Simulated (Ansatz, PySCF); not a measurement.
This Ansatz (a first-principles code) input computes a BLYP/def2-TZVPD energy:

Ansatz 0.2 input:
```yaml
crystal:
  periodic: [false, false, false]
  atoms:
    - {symbol: Al, position_ang: [0.03602880, 0.03405350, 0.00181000]}
    - {symbol: C, position_ang: [-1.43681321, -1.21963383, -0.10851138]}
    - {symbol: H, position_ang: [-1.12655911, -2.14217570, -0.60566188]}
    - {symbol: H, position_ang: [-2.27937908, -0.80344543, -0.66234328]}
    - {symbol: H, position_ang: [-1.78683208, -1.50102281, 0.88753602]}
    - {symbol: O, position_ang: [-0.08989025, 1.52863229, -0.80227111]}
    - {symbol: H, position_ang: [0.57525313, 2.21675495, -0.81644680]}
    - {symbol: O, position_ang: [1.41134467, -0.40600229, 0.90198129]}
    - {symbol: H, position_ang: [2.19838674, 0.12395652, 1.02677275]}
basis:
  gaussian:
    orbitals: def2-TZVPD
hamiltonian:
  xc: {name: BLYP}
output: {forces: true}
```

Question: Write an input for the same energy in PySCF and say what it gives.

Answer: 
```python
from pyscf import gto, scf, dft

mol = gto.M(
    atom='''
    Al    0.03602880    0.03405350    0.00181000
    C    -1.43681321   -1.21963383   -0.10851138
    H    -1.12655911   -2.14217570   -0.60566188
    H    -2.27937908   -0.80344543   -0.66234328
    H    -1.78683208   -1.50102281    0.88753602
    O    -0.08989025    1.52863229   -0.80227111
    H     0.57525313    2.21675495   -0.81644680
    O     1.41134467   -0.40600229    0.90198129
    H     2.19838674    0.12395652    1.02677275
    ''',
    basis='def2-tzvpd',
    charge=0,
    spin=0,
    verbose=4,
)

mf = dft.RKS(mol, xc='blyp').density_fit(auxbasis='def2-universal-jkfit')
mf.grids.level = 3
mf.conv_tol = 1e-9
mf.max_cycle = 100
mf.max_memory = 1500
mf.kernel()
if not mf.converged:
    mf = mf.newton()
    mf.kernel(mf.make_rdm1())
mf.analyze()
```
It gives -434.17310 Eh, and Ansatz -434.17299 Eh, a difference of 0.11 mEh, from the treatment of integrals and grids.
